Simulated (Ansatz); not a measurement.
# Ligand exchange: C4H11B + NaNH2 → C3H10BN + CH3Na

Species: C4H11B `CBC(C)C`, singlet; NaNH2 `[NH2][Na]`, singlet; C3H10BN `CC(C)BN`, singlet; CH3Na `[CH3][Na]`, singlet. The partners trade CH3 for NH2: B–CH3 and Na–NH2 bonds give way to B–NH2 and Na–CH3.

Shapes, held fixed at every level: PBE0-D4/def2-TZVP. Flexible molecules stand in one conformer, not always the lowest. Programs: Ansatz 0.2.0. The zero-point and thermal change to 298 K, harmonic and unscaled (PBE0-D4/def2-TZVP), is +5.4 kJ/mol.

| level | kind | ΔH(298 K) (kJ/mol) | less CCSD(T)/def2-TZVPP |
| --- | --- | --- | --- |
| HF/def2-SVP | Hartree–Fock | -83.4 | -3.3 |
| HF/def2-TZVPP | Hartree–Fock | -71.8 | +8.3 |
| PBE0-D4/def2-TZVPP | global hybrid | -82.0 | -1.9 |
| r2SCAN0-D4/def2-TZVPP | global hybrid | -74.6 | +5.5 |
| wB97M-V/def2-TZVPP | range-separated hybrid | -80.2 | -0.1 |
| wB97X-V/def2-TZVPP | range-separated hybrid | -72.5 | +7.6 |
| CCSD(T)/def2-SVP | coupled cluster or CI | -95.0 | -14.9 |
| CCSD(T)/def2-TZVPP | coupled cluster or CI | -80.1 | 0.0 |

The highest level, CCSD(T)/def2-TZVPP, gives ΔH(298 K) = -80.1 kJ/mol; the levels span -95.0 to -71.8. The column of differences is taken from that level and isn't an error. No measured value is set beside it here. Outer-core shells of Na are correlated, in sets that cover them unevenly.
